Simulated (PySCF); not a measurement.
A GIAO shielding run with PySCF (density fitting, non-relativistic, gas phase) on `OC[C@@H](C)O[SiH2]CF`, C4H11FO2Si:

```
$ OMP_NUM_THREADS=1 python probes_run.py task.json out

{"job": {"kind": "nmr", "xc": "PBE0", "basis": "pcSseg-1"}, "charge": 0, "multiplicity": 1}
C     -1.417391    -0.447144    -1.887705
C     -1.019375    -0.515519    -0.417286
C     -1.741148     0.554703     0.406523
O     -1.300377     0.554891     1.737466
O      0.363701    -0.365304    -0.305701
Si     1.238020     0.253344     0.914498
C      2.983671     0.000054     0.173474
F      3.931287     0.442170     1.078342
H     -2.486184    -0.607396    -1.999808
H     -1.157994     0.527529    -2.292068
H     -0.880672    -1.208256    -2.446982
H     -1.282936    -1.505550    -0.008430
H     -1.485742     1.540337     0.014591
H     -2.826377     0.408790     0.342522
H     -1.521826    -0.288184     2.148558
H      1.161610    -0.536325     2.146232
H      1.055368     1.680942     1.155451
H      3.155342     0.567587    -0.743753
H      3.221218    -1.047417    -0.023385
```

Hardware: 1 thread of an Arm Neoverse N1, shared host. The job also computes population analyses, field gradients.

(1) How large is the calculation?

(2) How long does it take, and how much memory does it need?

Answers

(1) 74 electrons, 198 basis functions and 1050 auxiliary functions.

(2) 77 s of wall time, with 14 SCF cycles and 4 response iterations; peak memory 0.91 GiB. Times on a shared host scatter by some tens of per cent.
